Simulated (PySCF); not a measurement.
Vertical excitations of a molecule C6H6O from PySCF with TDA-PBE0/def2-SVPD, as energy in eV (oscillator strength): 4.45 (0.000), 5.26 (0.575), 5.49 (0.007), 5.69 (0.001), 6.07 (0.003), 6.46 (0.001), 6.53 (0.004), 6.82 (0.000), 6.95 (0.001), 7.29 (0.000). Lowest triplet (TDA): 2.92 eV. Geometry optimised at B3LYP-D3(BJ)/def2-SVP. One conformer was computed; it need not be the lowest.

Q: Which structure fits?
A. C#CC[C@H]1C=CO1
B. C#CCOC=C=C
C. C#CC1=CCOC1
D. C=C=C1C=COC1

A: D, C=C=C1C=COC1
